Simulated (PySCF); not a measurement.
**Structure from 2D NMR**

Compound of formula C₄H₃F₃. Correlations simulated from computed shifts and couplings:

HSQC (one-bond C–H):
```
  δH     δC  ¹J(C,H) (Hz)
6.61  132.0           169
5.59  117.9           171
5.30  117.9           174
```

COSY cross peaks (|J| ≥ 2 Hz):
```
  δH    δH  abs. J (Hz)  bonds
6.61  5.59         18.8      3
6.61  5.30         12.8      3
```

HMBC (two and three bonds, |J| ≥ 2.5 Hz):
```
  δH          δC [abs. J in Hz]
6.61  139.2 [13.4], 117.9 [2.6]
5.59   139.2 [9.4], 132.0 [3.2]
5.30               139.2 [13.3]
```

Carbons without hydrogens: δ 166.3, 139.2.

PySCF 2.14 calculation with PBE0-D3(BJ)/def2-SVP geometry, spin–spin couplings from B3LYP/pcJ-1 (spin–dipole term only in couplings to heteroatoms) and PBE/pcSseg-2 with gauge-including orbitals; no relativistic terms, one computed conformer, in vacuum.

References, each an isolated molecule treated in the same way: ¹H (σref 31.18) and ¹³C (σref 179.39) against TMS.

Exchangeable hydrogens are left out of these lists, and C,H couplings along chains are those of one rotamer, so weak HMBC peaks may be missing or extra.

Question: Which molecule is this?

Answer: 1,1,2-trifluorobuta-1,3-diene (SMILES FC(C=C)=C(F)F).

Mapped SMILES: `[CH2:1]=[CH:2][C:3]([F:4])=[C:5]([F:6])[F:7]` (H(Xn): hydrogen on atom n). Ha(C1) is cis to C3; Hb(C1) is trans to C3.

δC 166.3 is C5, a fully substituted alkene carbon. δC 139.2 is C3, a fully substituted alkene carbon. δC 132.0 is C2, an alkene CH (δH 6.61). δC 117.9 is C1, a terminal =CH2 carbon (δH 5.30, 5.59). HMBC from δH 6.61 reaches the proton-free carbon C3. HMBC from δH 5.59 reaches the proton-free carbon C3. HMBC from δH 5.30 reaches the proton-free carbon C3. COSY links 6.61–5.59, 6.61–5.30.

The shifts were computed for this structure.

Common functionals overestimate the size of one-bond C–F couplings by tens of Hz; these are unscaled. Unscaled 3J(H,H) at this level run about 10 % above measured values. Shifts are as computed, not scaled to solution data. Of 1211 compounds with measured shifts, 218 miss one by over three times the rms of a fit or turn the order of signals round; such compounds aren't used in these exercises.
